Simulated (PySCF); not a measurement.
Pb(OMe)(NH2) (CH₅NOPb), SMILES C[O][Pb][NH2] (connectivity only; charge and spin as stated), neutral, multiplicity 1. Atoms are numbered in the order given.

```xyz
9

Pb     0.1564     0.4673     0.0000
O      0.8242    -1.5513     0.0000
C     -0.0334    -2.6477     0.0000
H     -0.6984    -2.6890     0.8915
H      0.5568    -3.5850     0.0000
H     -0.6984    -2.6890    -0.8915
N     -1.9174    -0.0842     0.0000
H     -2.2653    -1.0409     0.0000
H     -2.6944     0.5730     0.0000
```

Geometry optimised at r2SCAN-D4/def2-SVP. The structure was generated by enumeration; whether it is a known compound was not checked. The def2 effective core potentials stand for the cores of Pb; spin–orbit coupling is left out. The values are those of a single conformer.

All values below come from PySCF 2.14.0 with TDDFT-PBE/def2-SVPD.

Vertical excitations. Gas-phase values at a fixed geometry. State labels are in the subgroup Cs.

```
state  symmetry  energy (eV)  λ (nm)      f                              main pairs
-----  --------  -----------  ------  -----  --------------------------------------
S1           A"         3.54     350  0.006                        HOMO−1→LUMO 99 %
S2           A'         3.66     339  0.028                          HOMO→LUMO 87 %
S3           A'         4.27     290  0.059                        HOMO−2→LUMO 86 %
S4           A"         4.61     269  0.006                        HOMO→LUMO+1 99 %
S5           A"         4.99     248  0.002                      HOMO−2→LUMO+1 88 %
S6           A"         5.11     243  0.042                        HOMO−3→LUMO 87 %
S7           A'         5.13     241  0.063  HOMO−1→LUMO+1 81 %, HOMO−1→LUMO+2 16 %
S8           A"         5.22     237  0.001                        HOMO→LUMO+2 82 %
S9           A"         5.64     220  0.010                        HOMO→LUMO+3 88 %
S10          A"         5.65     220  0.008                      HOMO−2→LUMO+2 86 %
T1           A'         2.85     435      0                          HOMO→LUMO 93 %
T2           A'         3.14     395      0                        HOMO−2→LUMO 93 %
T3           A"         3.31     375      0                        HOMO−1→LUMO 99 %
T4           A"         4.40     282      0      HOMO−3→LUMO 84 %, HOMO→LUMO+1 13 %
```
Triplets are in the Tamm–Dancoff approximation, which puts them higher than full response would, so one can lie above its singlet here.
